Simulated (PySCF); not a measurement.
NMR parameters of [GeF3]-

[GeF3]-, [F3Ge]-, point group C3v.

Bonds: Ge1-F2 1.809 Å, Ge1-F3 1.809 Å, Ge1-F4 1.809 Å.

Total charge -1.

GIAO calculations in PySCF on the PBE0-D3(BJ)/def2-SVP structure: isolated species, non-relativistic, equivalent atoms averaged; basis pcSseg-1 (pcSseg-2 on Ge).

(1) Give the isotropic shieldings (ppm) with B3LYP, PBE, PBE0.

(2) And the chemical shifts, against references computed in the same way?

(3) Which part of the shielding of Ge1 depends on the functional?

(4) What couplings does PBE/pcJ-1 (pcSseg-1 on Ge) give?

Answers

(1) 
```csv
atoms,environment,B3LYP,PBE,PBE0
Ge1,germanium bonded to 3 F,1424,1363,1454
F2/F3/F4,fluorine bonded to Ge,240.1,218.2,249.1
HOMO–LUMO gap (eV),–,6.69,5.16,7.13
```

(2) 
| atoms | nucleus, reference | B3LYP | PBE | PBE0 |
| --- | --- | --- | --- | --- |
| F2/F3/F4 | $^{19}$F, CFCl3 | -68.2 | -73.5 | -71.8 |

(3) Diamagnetic: B3LYP 2756, PBE 2757, PBE0 2755 ppm; paramagnetic: B3LYP -1332, PBE -1393, PBE0 -1301 ppm. The diamagnetic part, set mainly by inner electrons, hardly moves; the paramagnetic part goes with low-lying magnetically allowed excitations and carries the spread.

(4) $^{2}J$(F2,F3) = -55.5 Hz (averaged over equivalent pairs; isotopes $^{19}$F).

Relativistic effects, spin–orbit coupling among them, are left out; they matter for Ge and for the light atoms bonded to it. Unscaled 19F shifts against computed CFCl3 carry errors that often reach 10 to 50 ppm.
